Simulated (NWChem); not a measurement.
Species: WN₂H₄O₂; SMILES [NH]=[W](=[NH])([OH])[OH]

```xyz
9

W      0.0000     0.0000    -0.0072
N      0.0051    -1.4195    -1.0295
H      0.0059    -1.9507    -1.8928
N     -0.0051     1.4195    -1.0295
H     -0.0059     1.9507    -1.8928
O     -1.5637    -0.0050     1.0665
H     -2.4959     0.0046     0.8347
O      1.5637     0.0050     1.0665
H      2.4959    -0.0046     0.8347
```
Atoms are numbered in this order, from 1.

All runs: NWChem. Medium grid unless said otherwise, to which SCAN and Minnesota functionals are sensitive. Structure relaxed at the PBE0/def2-SVP level. Not confirmed as a minimum by frequencies. def2 effective core potentials on W; no spin-orbit coupling. Total energies of different functionals are on different scales.

```
level                                 energy (Ha)  highest occupied level (eV)  orbital gap (eV)  dipole (D)
------------------------------------  -----------  ---------------------------  ----------------  ----------
B3LYP/def2-SVP                          -329.3921                        -6.85              6.02        2.04
PBE/def2-SVP                            -329.1455                        -5.75              4.36        1.90
TPSS/def2-SVP                           -329.4239                        -5.82              4.50        1.88
PBE0/def2-SVP                           -329.0692                        -7.14              6.50        2.08
LDA (Slater exchange, PW92)/def2-SVP    -327.3149                        -5.90              4.34        1.98
KT2/def2-SVP                            -333.5960                        -5.85              4.27        1.95
SCAN/def2-SVP                           -329.3254                        -6.09              4.76        1.96
B3PW91/def2-SVP                         -329.3285                          ___               ___        2.05
```

What belongs in the gaps?


- B3PW91/def2-SVP, highest occupied level (eV): -6.91
- B3PW91/def2-SVP, orbital gap (eV): 6.07
